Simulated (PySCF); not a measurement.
# Distorted geometries of [Er(H2S)2]3+

[Er(H2S)2]3+ (singlet in the valence; each metal's 4f electrons, 11 of them, lie in its core potential, out of spins and levels). PySCF 2.14.0, RKS PBE0, Er lcecp-1-SVP with ECP57, S def2-SVP, H def2-SVP; non-relativistic Hamiltonian with scalar-relativistic core potentials where named; density fitting; no spin-orbit coupling. Relaxed geometry:

```xyz
7

Er   -1.3694    0.0000    0.0000
S     0.4414    0.1943    2.0595
H     0.8269    1.5085    2.1566
H    -0.2536    0.1241    3.2421
S     0.4414   -0.1943   -2.0595
H     0.8269   -1.5085   -2.1566
H    -0.2536   -0.1241   -3.2421
```

Problem. Order these distorted geometries by energy above the relaxed one, lowest first.
A.
```xyz
7

Er   -1.4020    0.0695    0.0322
S     0.4053    0.1863    2.0310
H     0.8711    1.5420    2.1877
H    -0.2820    0.1551    3.2151
S     0.4782   -0.2734   -2.0901
H     0.8127   -1.5558   -2.1205
H    -0.2233   -0.1236   -3.2555
```
B.
```xyz
7

Er   -1.4620   -0.0295    0.1801
S     0.4847    0.3629    2.0112
H     0.8228    1.5401    2.1056
H    -0.1834    0.0317    3.2936
S     0.4638   -0.3242   -2.2039
H     0.7353   -1.4572   -2.2990
H    -0.2012   -0.1237   -3.0877
```
C.
```xyz
7

Er   -1.4135    0.0747   -0.1045
S     0.4607    0.2271    2.1979
H     0.7373    1.5023    2.2931
H    -0.5327    0.1120    3.0314
S     0.7425   -0.1555   -2.2207
H     0.9044   -1.6449   -2.0750
H    -0.2386   -0.1158   -3.1221
```

Solution. A (0.13 eV), C (0.79 eV), B (2.57 eV).

Problem. Which forces (eV/Å) act in the one that lies 2.57 eV up?

Solution. 
```
Er   0.58 -0.08 -0.93
S   -2.23 -5.79  1.04
H    1.16  4.91  0.69
H    1.11  0.82 -1.51
S    4.53  6.57 10.85
H    1.62 -8.06 -0.93
H   -6.77  1.63 -9.21
```
Forces carry noise of the integration grid, about 0.01 to 0.03 eV/Å.

An lcecp potential fixes the number of 4f electrons, so in runs with it no electron can move into or out of that shell.
